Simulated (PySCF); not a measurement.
Dipole response of Ta (tantalum, neutral)

[Xe] 4f14 5d3 6s2, high-spin 4F determinant. All numbers are calculated (PySCF 2.14, a scalar-relativistic core potential, in def2-QZVPPD with the def2 core potential (60 electrons) (7s6p4d3f2g, 84 functions)). Coupled (time-dependent) response in atomic units; α is the mean over directions.

| method | mean α (bohr³) | C₆ (like pair) | S(−4) |
| --- | --- | --- | --- |
| UHF | 109.1 | 1444 | 8134 |
| PBE | 82.49 | 1043 | 2760 |
| PBE0 | 85.69 | 1098 | 2973 |

S(−4) is the Cauchy moment in α(ω) = α(0) + S(−4) ω² + …

Reference α: 74 ± 20 bohr³ (recommended; Schwerdtfeger and Nagle, table of static dipole polarizabilities (2023 update)). Published C₆: 887.0 (Gould and Bucko (2016)).

Spin-orbit coupling is absent.

Hartree-Fock lies above the reference because it lacks correlation, which contracts the outer shell.

α(iu) at UHF:

```tsv
u (hartree)	α(iu) (bohr³)
0	109.1
0.0500	95.09
0.100	74.17
0.200	43.52
0.300	27.99
0.500	15.08
0.750	9.012
1.00	6.179
1.50	3.538
2.00	2.316
3.00	1.211
5.00	0.4934
```

Energies and moments cover only the electrons outside the core potential. Spin-orbit coupling, absent here, splits the open shell strongly.
